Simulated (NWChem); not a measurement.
System: vinylidene fluoride (C2H2F2); SMILES C=C(F)F

Parts of the log:

```
             Northwest Computational Chemistry Package (NWChem) 7.3.0
             --------------------------------------------------------

 C2V symmetry detected

                             Geometry "geometry" -> ""
                             -------------------------

 Output coordinates in angstroms (scale by  1.889725989 to convert to a.u.)

  No.       Tag          Charge          X              Y              Z
 ---- ---------------- ---------- -------------- -------------- --------------
    1 C                    6.0000     0.00000000     0.00000000    -1.38203762
    2 C                    6.0000     0.00000000     0.00000000    -0.05825954
    3 F                    9.0000     0.00000000    -1.07338842     0.69346223
    4 F                    9.0000     0.00000000     1.07338842     0.69346223
    5 H                    1.0000     0.00000000     0.94577048    -1.92026864
    6 H                    1.0000     0.00000000    -0.94577048    -1.92026864

 Effective nuclear repulsion energy (a.u.)     118.1080137200

      Symmetry information
      --------------------

 Group name             C2v
 Group number             16
 Group order               4
 No. of unique centers     4

                                Z-matrix (autoz)
                                --------

 Units are Angstrom for bonds and degrees for angles

      Type          Name      I     J     K     L     M      Value
      ----------- --------  ----- ----- ----- ----- ----- ----------
    1 Stretch                  1     2                       1.32378
    2 Stretch                  1     5                       1.08820
    3 Stretch                  1     6                       1.08820
    4 Stretch                  2     3                       1.31044
    5 Stretch                  2     4                       1.31044
    6 Bend                     1     2     3               125.00455
    7 Bend                     1     2     4               125.00455
    8 Bend                     2     1     5               119.64389
    9 Bend                     2     1     6               119.64389
   10 Bend                     3     2     4               109.99090
   11 Bend                     5     1     6               120.71223
   12 Torsion                  3     2     1     5         180.00000
   13 Torsion                  3     2     1     6          -0.00000
   14 Torsion                  4     2     1     5           0.00000
   15 Torsion                  4     2     1     6         180.00000

                           NWChem Geometry Optimization
                           ----------------------------

 maximum gradient threshold         (gmax) =   0.000450
 rms gradient threshold             (grms) =   0.000300
 maximum cartesian step threshold   (xmax) =   0.001800
 rms cartesian step threshold       (xrms) =   0.001200
 fixed trust radius                (trust) =   0.300000
 source of zmatrix                         =   autoz

          -------------------
          Energy Minimization
          -------------------

 Using diagonal initial Hessian
 Scaling for Hessian diagonals: bonds = 1.00  angles = 0.25  torsions = 0.10

          --------
          Step   0

                                 NWChem DFT Module
                                 -----------------

 Summary of "ao basis" -> "ao basis" (spherical)
 ------------------------------------------------------------------------------
       Tag                 Description            Shells   Functions and Types
 ---------------- ------------------------------  ------  ---------------------
 C                           6-31g*                  6       14   3s2p1d
 F                           6-31g*                  6       14   3s2p1d
 H                           6-31g*                  2        2   2s

      Symmetry analysis of basis
      --------------------------

        a1         26
        a2          6
        b1         10
        b2         18

            General Information
            -------------------
          SCF calculation type: DFT
          Wavefunction type:  closed shell.
          No. of atoms     :     6
          No. of electrons :    32
           Alpha electrons :    16
            Beta electrons :    16
          Charge           :     0
          Spin multiplicity:     1
          Use of symmetry is: on ; symmetry adaption is: on
          Maximum number of iterations: 150
          AO basis - number of functions:    60
                     number of shells:    28
          Convergence on energy requested:  1.00D-06
          Convergence on density requested:  1.00D-05
          Convergence on gradient requested:  5.00D-04

              XC Information
              --------------
                         B3LYP Method XC Potential
                     Hartree-Fock (Exact) Exchange  0.200
                        Slater Exchange Functional  0.800 local
                    Becke 1988 Exchange Functional  0.720 non-local
              Lee-Yang-Parr Correlation Functional  0.810
                  VWN I RPA Correlation Functional  0.190 local

             Grid Information
             ----------------
          Grid used for XC integration:  medium
          Radial quadrature: Mura-Knowles
          Angular quadrature: Lebedev.
          Tag              B.-S. Rad. Rad. Pts. Rad. Cut. Ang. Pts.
          ---              ---------- --------- --------- ---------
          C                   0.70       49           7.0       434
          F                   0.50       49           9.0       434
          H                   0.35       45           7.0       434
          Grid pruning is: on
          Number of quadrature shells:   192
          Spatial weights used:  Erf1

      Superposition of Atomic Density Guess
      -------------------------------------

 Sum of atomic energies:        -275.06163742

      Non-variational initial energy
      ------------------------------

 Total energy =    -276.606381
 1-e energy   =    -615.034146
 2-e energy   =     220.319752
 HOMO         =      -0.260445
 LUMO         =       0.119071

      Symmetry analysis of molecular orbitals - initial
      -------------------------------------------------

  Numbering of irreducible representations:

     1 a1          2 a2          3 b1          4 b2

  Orbital symmetries:

     1 a1          2 b2          3 a1          4 a1          5 a1
     6 b2          7 a1          8 a1          9 b2         10 b1
    11 a1         12 a2         13 b2         14 a1         15 b2
    16 b1         17 b1         18 a1         19 b2         20 a1
    21 b2         22 a1         23 a1         24 b1         25 b2
    26 a1

   convergence    iter        energy       DeltaE   RMS-Dens  Diis-err
 ---------------- ----- ----------------- --------- --------- ---------
 d= 0,ls=0.0,diis     1   -276.9471212924 -3.95D+02  1.88D-02  9.53D-01
 d= 0,ls=0.0,diis     2   -276.8663953488  8.07D-02  1.17D-02  1.84D+00
 d= 0,ls=0.0,diis     3   -277.0511436575 -1.85D-01  2.85D-03  2.66D-02
 d= 0,ls=0.0,diis     4   -277.0531014634 -1.96D-03  1.25D-03  1.39D-02
 d= 0,ls=0.0,diis     5   -277.0548177843 -1.72D-03  1.93D-04  5.59D-04
  Resetting Diis
 d= 0,ls=0.0,diis     6   -277.0548567996 -3.90D-05  5.97D-05  1.76D-05
 d= 0,ls=0.0,diis     7   -277.0548591240 -2.32D-06  7.09D-06  1.78D-07
 d= 0,ls=0.0,diis     8   -277.0548591250 -9.53D-10  4.37D-06  1.58D-07

         Total DFT energy =     -277.054859124968
      One electron energy =     -616.367691441976
           Coulomb energy =      253.747801222195
    Exchange-Corr. energy =      -32.542982625141
 Nuclear repulsion energy =      118.108013719954

 Numeric. integr. density =       31.999998559276

                  Occupations of the irreducible representations
                  ----------------------------------------------

                     irrep           alpha         beta
                     --------     --------     --------
                     a1                8.0          8.0
                     a2                1.0          1.0
                     b1                2.0          2.0
                     b2                5.0          5.0

                       DFT Final Molecular Orbital Analysis
                       ------------------------------------

[...]

      ----------------------
      Optimization converged
      ----------------------

  Step       Energy      Delta E   Gmax     Grms     Xrms     Xmax
  ---- ---------------- -------- -------- -------- -------- --------
@    3    -277.05538354 -7.8D-07  0.00010  0.00005  0.00043  0.00091
                                     ok       ok       ok       ok

                                Z-matrix (autoz)
                                --------

 Units are Angstrom for bonds and degrees for angles

      Type          Name      I     J     K     L     M      Value     Gradient
      ----------- --------  ----- ----- ----- ----- ----- ---------- ----------
    1 Stretch                  1     2                       1.32286   -0.00010
    2 Stretch                  1     5                       1.08119   -0.00007
    3 Stretch                  1     6                       1.08119   -0.00007
    4 Stretch                  2     3                       1.32603    0.00006
    5 Stretch                  2     4                       1.32603    0.00006
    6 Bend                     1     2     3               125.02570    0.00001
    7 Bend                     1     2     4               125.02570    0.00001
    8 Bend                     2     1     5               119.94103   -0.00004
    9 Bend                     2     1     6               119.94103   -0.00004
   10 Bend                     3     2     4               109.94860   -0.00002
   11 Bend                     5     1     6               120.11795    0.00008
   12 Torsion                  3     2     1     5         180.00000    0.00000
   13 Torsion                  3     2     1     6          -0.00000    0.00000
   14 Torsion                  4     2     1     5           0.00000    0.00000
   15 Torsion                  4     2     1     6         180.00000    0.00000

                         Geometry "geometry" -> "geometry"
                         ---------------------------------

 Output coordinates in angstroms (scale by  1.889725989 to convert to a.u.)

  No.       Tag          Charge          X              Y              Z
 ---- ---------------- ---------- -------------- -------------- --------------
    1 C                    6.0000     0.00000000     0.00000000    -1.38422769
    2 C                    6.0000     0.00000000     0.00000000    -0.06136397
    3 F                    9.0000     0.00000000    -1.08587487     0.69969986
    4 F                    9.0000     0.00000000     1.08587487     0.69969986
    5 H                    1.0000     0.00000000     0.93689454    -1.92385901
    6 H                    1.0000     0.00000000    -0.93689454    -1.92385901

 Effective nuclear repulsion energy (a.u.)     117.2598189620

      Symmetry information
      --------------------

 Group name             C2v
 Group number             16
 Group order               4
 No. of unique centers     4

                Final and change from initial internal coordinates
                --------------------------------------------------

                                Z-matrix (autoz)
                                --------

 Units are Angstrom for bonds and degrees for angles

      Type          Name      I     J     K     L     M      Value       Change
      ----------- --------  ----- ----- ----- ----- ----- ---------- ----------
    1 Stretch                  1     2                       1.32286   -0.00091
    2 Stretch                  1     5                       1.08119   -0.00701
    3 Stretch                  1     6                       1.08119   -0.00701
    4 Stretch                  2     3                       1.32603    0.01559
    5 Stretch                  2     4                       1.32603    0.01559
    6 Bend                     1     2     3               125.02570    0.02115
    7 Bend                     1     2     4               125.02570    0.02115
    8 Bend                     2     1     5               119.94103    0.29714
    9 Bend                     2     1     6               119.94103    0.29714
   10 Bend                     3     2     4               109.94860   -0.04229
   11 Bend                     5     1     6               120.11795   -0.59428
   12 Torsion                  3     2     1     5         180.00000    0.00000
   13 Torsion                  3     2     1     6          -0.00000    0.00000
   14 Torsion                  4     2     1     5           0.00000    0.00000
   15 Torsion                  4     2     1     6         180.00000    0.00000

[...]

 Rotational Constants
 --------------------
 A=   0.361970 cm-1  (  0.520783 K)
 B=   0.346497 cm-1  (  0.498520 K)
 C=   0.177032 cm-1  (  0.254704 K)

 Temperature                      =   298.15K
 frequency scaling parameter      =   1.0000

 Zero-Point correction to Energy  =   23.170 kcal/mol  (  0.036924 au)
 Thermal correction to Energy     =   25.506 kcal/mol  (  0.040646 au)
 Thermal correction to Enthalpy   =   26.098 kcal/mol  (  0.041589 au)

 Total Entropy                    =   63.305 cal/mol-K
   - Translational                =   38.371 cal/mol-K (mol. weight =  64.0125)
   - Rotational                   =   22.413 cal/mol-K (symmetry #  =        2)
   - Vibrational                  =    2.521 cal/mol-K

 Cv (constant volume heat capacity) =   11.956 cal/mol-K
   - Translational                  =    2.979 cal/mol-K
   - Rotational                     =    2.979 cal/mol-K
   - Vibrational                    =    5.997 cal/mol-K

[normal modes left out]

 ----------------------------------------------------------------------------
 Normal Eigenvalue ||           Projected Infra Red Intensities
  Mode   [cm**-1]  || [atomic units] [(debye/angs)**2] [(KM/mol)] [arbitrary]
 ------ ---------- || -------------- ----------------- ---------- -----------
    1       -0.000 ||    0.000216           0.005         0.211       0.058
    2       -0.000 ||    0.000105           0.002         0.102       0.028
    3       -0.000 ||    0.000166           0.004         0.162       0.044
    4       -0.000 ||    0.000161           0.004         0.157       0.043
    5       -0.000 ||    0.000151           0.003         0.147       0.040
    6       -0.000 ||    0.000642           0.015         0.625       0.172
    7      437.982 ||    0.001086           0.025         1.059       0.291
    8      542.970 ||    0.004165           0.096         4.060       1.117
    9      630.803 ||    0.002238           0.052         2.181       0.600
   10      726.529 ||    0.000000           0.000         0.000       0.000
   11      816.658 ||    0.080024           1.846        78.011      21.455
   12      948.762 ||    0.067758           1.563        66.054      18.166
   13      973.154 ||    0.015783           0.364        15.386       4.231
   14     1354.466 ||    0.221648           5.114       216.073      59.424
   15     1434.771 ||    0.003470           0.080         3.383       0.930
   16     1800.595 ||    0.269150           6.210       262.381      72.160
   17     3226.382 ||    0.004544           0.105         4.430       1.218
   18     3322.381 ||    0.000082           0.002         0.080       0.022
 ----------------------------------------------------------------------------
```

Level: B3LYP/6-31G* (spherical d). B3LYP is NWChem's, with the RPA form of VWN correlation.

Question: Write an input that gives this output.

Answer: This is not unique; one that fits is the input that was run:
```
start job
memory heap 200 mb stack 900 mb global 1100 mb
geometry units angstroms
  C      0.014897    -1.383744     0.000000
  C      0.000704    -0.060042     0.000000
  F     -1.080642     0.680154     0.000000
  F      1.066012     0.703120     0.000000
  H      0.966391    -1.911793     0.000000
  H     -0.925041    -1.932095     0.000000
end
basis spherical
  * library 6-31g*
end
dft
  xc b3lyp
  iterations 150
end
driver
  maxiter 120
end
task dft optimize
task dft freq
```
